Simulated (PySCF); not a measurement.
Geometry (Å), atoms numbered from 1 in this order:
```xyz
5

Cu    0.0003    0.0003    0.0000
F     1.7627   -0.0036    0.0017
F    -0.0010    1.7627    0.0028
F    -1.7621    0.0027   -0.0017
F     0.0002   -1.7621   -0.0029
```

Total charge -1.

Geometry: PBE0-D3(BJ)/def2-SVP; GIAO absolute shieldings from PySCF 2.14.0 with density-fitted response routines, gas phase, non-relativistic, averaged over equivalent atoms.

At PBE0/pcSseg-1 (pcSseg-2 on Cu) (141 basis functions, 11 s wall time on 1 thread of an x86-64 server CPU, shared host):
```
      atoms  σ (ppm)
        Cu1  -4891.0
F2/F3/F4/F5    516.4
```

Q: Estimate the result of repeating the calculation with PBE/pcSseg-1 (pcSseg-2 on Cu).

A: 
| atoms | σ at PBE/pcSseg-1 (pcSseg-2 on Cu) | change |
| --- | --- | --- |
| Cu1 | -2879.5 | +2011.5 |
| F2/F3/F4/F5 | 327.9 | -188.5 |

The largest change is at Cu1 (Cu bonded to 4 F). Cost: 141 basis functions, 15 s wall time on 1 thread of an x86-64 server CPU, shared host.
